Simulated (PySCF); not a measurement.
A side-by-side comparison of computed properties.

First species: InEt2(vinyl), C6H13In.
SMILES: `C=[CH][In]([CH2]C)[CH2]C`

Second species: C5H11NO2Si.
Structure used (PBE0-D3(BJ)/def2-SVP), in Å, numbered top down from 1:
```
atom  x, y, z in Å
O1     4.429    0.208   -0.285
C2     3.697    1.006   -0.805
O3     2.376    0.969   -0.737
Si4    1.621   -0.308    0.163
N5    -0.074   -0.125    0.091
C6    -0.942   -0.586   -0.974
C7    -2.271   -0.879   -0.262
C8    -2.245    0.017    0.995
C9    -0.883    0.728    0.940
H10    4.050    1.871   -1.408
H11    1.997   -1.584   -0.496
H12    2.061   -0.162    1.573
H13   -0.518   -1.465   -1.484
H14   -1.085    0.202   -1.742
H15   -2.319   -1.939    0.025
H16   -3.134   -0.678   -0.914
H17   -2.322   -0.595    1.905
H18   -3.074    0.739    1.018
H19   -0.998    1.737    0.497
H20   -0.418    0.858    1.930
```

Levels: CAM-B3LYP/def2-SVPD for HOMO energy, LUMO energy, HOMO–LUMO gap and static isotropic polarisability; TDDFT CAM-B3LYP/def2-SVPD for lowest singlet excitation; TDA CAM-B3LYP/def2-SVPD for lowest triplet excitation (Tamm–Dancoff). Geometries: PBE0-D3(BJ)/def2-SVP. Each structure is a single optimised conformer of the isolated species (atoms past krypton carry core potentials, spin–orbit coupling is left out); the electronic structure was computed with PySCF and density fitting.

Task: Which of the two has the higher HOMO energy, and by how much?

Result: The first: -7.90 eV against -8.23 eV, a difference of 0.33 eV.

Task: Which has the higher S1 energy?

Result: The second: 5.74 eV against 4.29 eV, a difference of 1.45 eV.

Task: Which of the two has the higher T1 energy, and by how much?

Result: The second: 5.21 eV against 4.04 eV, a difference of 1.17 eV.

Task: Which has the higher static isotropic polarisability?

Result: The first: 112.1 au against 96.3 au, a difference of 15.8 au.

Task: Which has the higher LUMO energy?

Result: The second: 1.08 eV against -0.39 eV, a difference of 1.47 eV.

Task: Which has the higher HOMO–LUMO gap?

Result: The second: 9.31 eV against 7.51 eV, a difference of 1.80 eV.

On the first: In wavenumbers S1 is 34600 cm⁻¹ (1 eV = 8065.54 cm⁻¹). No computed singlet falls in the visible range (750 to 380 nm, 1.65 to 3.26 eV); S1 lies 1.03 eV above its blue end. Atoms past krypton carry effective core potentials; spin–orbit coupling is left out.

On the second: The vertical singlet–triplet gap S1 − T1 is 0.53 eV (TDDFT singlet less Tamm–Dancoff triplet). No computed singlet falls in the visible range (750 to 380 nm, 1.65 to 3.26 eV); S1 lies 2.48 eV above its blue end.
